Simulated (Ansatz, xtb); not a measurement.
## Two isomers of BH3NSn−

Structure I: `B[N]=[SnH-]`, a singlet. Structure II: `B=[N][SnH2-]`, a singlet. Both are isolated ions in the gas phase, relaxed with B3LYP-D3(BJ)/def2-SVPD; the shapes shown needn't be the lowest conformers.

I (Å):

```xyz
6

B     0.5947    0.6887   -1.0351
N     0.9149   -0.0916    0.0215
Sn    1.3630   -1.3991    1.4389
H     1.6226   -0.1856    2.7974
H    -0.5703    1.0089   -1.2984
H     1.4446    1.1439   -1.8093
```

II (Å):

```xyz
6

B    -1.0812    0.2193    2.2364
N    -0.7213    0.5651    1.0898
Sn   -0.3193    1.0554   -0.9965
H    -1.4194   -0.1066    3.3217
H     0.1730    2.7632   -0.6191
H     1.4106    0.5062   -0.9111
```

Energies in hartree; the thermal terms are from B3LYP-D3(BJ)/def2-SVPD harmonic frequencies (ideal gas, rigid rotor, one conformer each, 400 K, 1 atm) and include the zero-point energy:

```
                               I           II
E, CCSD(T)/def2-SVPD  −294.613264  −294.618696
    E, MP2/def2-SVPD  −294.566522  −294.572042
  E, MP2/def2-TZVPPD  −294.921542  −294.924762
   zero-point energy     0.028475     0.026646
        H(400 K) − E     0.037181     0.035848
        G(400 K) − E    −0.011838    −0.014180
```

Q: Correct the CCSD(T) difference for the basis set by the MP2 change, then work out ΔE, ΔE₀, ΔH and ΔG for I → II in kJ/mol (1 Eh = 2625.50 kJ/mol) and the equilibrium ratio [II]/[I].

A: 1. Differences II − I: CCSD(T) −0.005432, MP2 in the small set −0.005520, MP2 in the large set −0.003220 Eh.
2. ΔE = −0.005432 + (−0.003220 − (−0.005520)) = −0.003132 Eh = −8.22 kJ/mol.
3. ΔE₀ = ΔE + ΔZPE = −0.003132 + (−0.001829) Eh = −13.03 kJ/mol.
4. ΔH = ΔE + (−0.001333) Eh = −11.72 kJ/mol.
5. ΔG = ΔE + (−0.002342) Eh = −14.37 kJ/mol, so ΔS = (ΔH − ΔG)/T = +6.6 J/(mol K).
6. kT = 1.2667 mEh, so K = [II]/[I] = exp(−ΔG/kT) = exp(+4.32) ≈ 75.

Structure II is favoured at this temperature. An error of 4 kJ/mol in ΔG would change K by a factor of 3.3. HF/STO-3G, r2SCAN-D4/def2-SVPD gave ΔE the other sign. Large T1 diagnostics make the coupled-cluster value less sure. Mirror images and further conformers aren't counted.

As drawn, II has 1 B=N, 1 N–Sn, 1 Sn–H in place of 1 B–N, 1 N=Sn, 1 B–H.

Other levels gave ΔE = −18.9 (GFN2-xTB); +102.3 (HF/STO-3G, GFN2-xTB geometries); +52.0 (r2SCAN-D4/def2-SVPD, GFN2-xTB geometries); −8.6 (B3LYP-D3(BJ)/def2-SVPD); −44.0 (HF/def2-SVPD); −14.5 (MP2/def2-SVPD); −14.3 (CCSD(T)/def2-SVPD) kJ/mol. The correlated steps freeze 6 core orbitals; the filled d shell of Sn is correlated, in a basis made for valence electrons. Atoms past krypton carry core potentials in the def2 sets, without spin–orbit terms. Programs: Ansatz 0.2.0, xtb 6.7.1.
